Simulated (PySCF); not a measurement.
Compound: C₇H₁₄N₂.
Geometry (GFN2-xTB, Å), atoms numbered from 1 in this order:
```xyz
23
C7H14N2 angstrom
C     -2.776   -0.891    0.134
C     -1.423   -0.258   -0.180
C     -1.528    1.264   -0.177
C     -0.382   -0.737    0.852
N      0.966   -0.309    0.617
C      1.743   -0.762   -0.542
C      2.865    0.282   -0.637
C      2.402    1.277    0.405
N      1.355    0.907    1.025
H     -3.520   -0.581   -0.596
H     -2.710   -1.977    0.115
H     -3.115   -0.584    1.121
H     -1.108   -0.591   -1.176
H     -1.872    1.615    0.793
H     -0.561    1.719   -0.376
H     -2.231    1.599   -0.937
H     -0.659   -0.358    1.839
H     -0.382   -1.832    0.883
H      2.114   -1.774   -0.355
H      1.124   -0.781   -1.446
H      3.839   -0.131   -0.369
H      2.950    0.735   -1.626
H      2.905    2.193    0.644
```

Probes without a nucleus sit at each ring's centroid and 1 Å off its mean plane on both sides; NICS is minus the shielding there, NICSzz its component along the normal. Level: GIAO PBE0/pcSseg-1 (PySCF, non-relativistic, gas phase) on the GFN2-xTB geometry, one conformer.

Ring bond lengths (Å), with Mayer bond orders in brackets: N5–C6 1.467 (0.88), C6–C7 1.536 (1.04), C7–C8 1.513 (1.00), C8–N9 1.272 (1.79), N9–N5 1.341 (1.11).

Question: Give the NICS values of each ring in ppm.

Answer: 
```json
{"ring": "N5–C6–C7–C8–N9", "type": "5-membered ring with 2 N; formal bonds 1 double, 4 single", "NICS(0)": "-2.9", "NICS(1), two faces": "-2.6 / -2.3", "NICS(1)zz, two faces": "-2.5 / -4.0", "rms pucker (Å)": "0.04", "centre to ring atoms, mean (Å)": "1.21"}
```

Question: What can be read from them?

Answer: 
- N5–C6–C7–C8–N9: mean NICS(1)zz -3.2 ppm, shielded. C6, C7 have four or more neighbours, so the value isn't read as a sign of a π ring current.

Question: At the second NICS(1) probe listed for ring N5–C6–C7–C8–N9, 1 Å off the ring, how large is the induced field along the normal in 7.05 T applied along it?

Answer: NICSzz × B0 = -4.0 ppm × 7.05 T = -28 μT, against the applied field.

Question: Give the inner angles of the rings and the Hirshfeld charges of the ring atoms.

Answer: 
- N5–C6–C7–C8–N9: N5 111.6° (-0.025 e), C6 103.0° (-0.023 e), C7 100.5° (-0.075 e), C8 113.4° (-0.021 e), N9 110.7° (-0.104 e); sum 539.1° against 540° for a flat convex ring.
